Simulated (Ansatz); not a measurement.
A run for Ansatz (a program for electronic structure): R-revPBE/def2-TZVPP on H2 (SMILES [H][H]).

Ansatz 0.2 input:
```yaml
crystal:
  periodic: [false, false, false]
  atoms:
    - {symbol: H, position_ang: [0.00000000, 0.00000000, 0.37198582]}
    - {symbol: H, position_ang: [-0.00000000, -0.00000000, -0.37198582]}
basis:
  gaussian:
    orbitals: def2-TZVPP
hamiltonian:
  xc: {name: revPBE}
scf: {lower_state_search: off}
```

### Question
What total energy does the run end on?

### Answer
-1.1766 hartree.
